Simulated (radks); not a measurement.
Results of a calculation; reference values are marked as such.
Effect of the nuclear size on the copper ion Cu+, [Ar] 3d10. Code: a radial shooting solver on a logarithmic mesh with Libxc functionals. Model: Dirac Kohn-Sham, BLYP, spin-unpolarised, spherical densities, finite nucleus; Fermi nuclear charge, rms radius 3.8823 fm. The rms radius is varied about that value; shifts are against it.

rms radius (fm)  total energy shift (eV)  density at nucleus (e/bohr^3)  1s1/2 shift (meV)  2s1/2 shift (meV)  3s1/2 shift (meV)
3.4281                           -0.0432                      2.234e+04              -18.4              -1.74             -0.263
3.498                            -0.0368                      2.232e+04              -15.7              -1.49             -0.224
3.8823                                 0                       2.22e+04              0.000              0.000              0.000
4.0648                            0.0188                      2.214e+04               7.99              0.758              0.114
4.3132                            0.0456                      2.207e+04               19.4               1.84              0.278

Slopes of the eigenvalues against <r^2> in GHz/fm^2, as finite differences over the two radii next to the reference (eigenvalue slopes, not the field-shift constants of lines): 1s1/2 1330, 2s1/2 127, 3s1/2 19.1.
